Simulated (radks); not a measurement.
The iodine anion I-, [Xe], held by a Watson sphere: a shell of charge +1 at radius R that stands for the Madelung well of a crystal (potential energy -1/R inside, -1/r outside, in hartree with lengths in bohr). Calculated with a radial shooting solver on a logarithmic mesh with Libxc functionals: scalar-relativistic Kohn-Sham, LDA (Slater exchange, Perdew-Wang correlation), spin-polarised, spherical densities, point nucleus. Response by self-consistent Sternheimer equations with the Hartree and adiabatic LDA kernel, the relativistic mass of each level held fixed and spin-orbit coupling left out. The sphere does not respond.

R (bohr)  e(4d) (eV)  e(5s) (eV)  e(5p) (eV)  <r> 5p (bohr)  sum of <r^2> (bohr^2)  X-ray form factor at sin(theta)/lambda = 0.2 1/angstrom  alpha (bohr^3)
2.67         -49.497     -17.718      -7.608          2.497                  69.68                                                   42.383           37.83
2.88         -49.302     -17.443      -7.403          2.522                  70.66                                                   42.359           39.92
3.8          -48.515     -16.372      -6.452          2.605                  74.16                                                   42.314           49.83
4.15         -48.220     -16.017      -6.105          2.626                  75.13                                                   42.310           53.55
4.74         -47.741     -15.476      -5.564          2.653                  76.41                                                   42.310           59.37
4.91         -47.610     -15.333      -5.420          2.659                  76.70                                                   42.311           60.92
